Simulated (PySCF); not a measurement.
## Excitation energy of Kr⁺ by level of theory

Kr⁺ [Ar] 3d10 4s2 4p5 (2P) → Kr⁺ [Ar] 3d10 4s2 4p4 4d1 (high-spin determinant), as a difference of total energies. Computed with PySCF 2.14 in aug-cc-pVTZ-PP with ECP10MDF (6s5p4d2f, 55 functions), with a scalar-relativistic core potential. Correlated levels: valence: 3s2 3p6 3d10 frozen. The calculations carry no spin-orbit coupling.

```tsv
method	excitation energy (cm⁻¹)
UHF	116130
LDA	120740
PBE	117750
PBE0	118850
r2SCAN	120560
M06-2X	119830
M06-L	119610
LC-wPBE	120360
revPBE	117250
MP2 (valence)	121210
SCS-MP2 (valence)	121980
```

The promoted electron is Rydberg-like, and one or two diffuse shells describe it only roughly, which tends to raise the upper state.

The determinant of the upper state mixes LS terms, which raises its energy above the lowest term, most at the Hartree-Fock and MP2 levels.
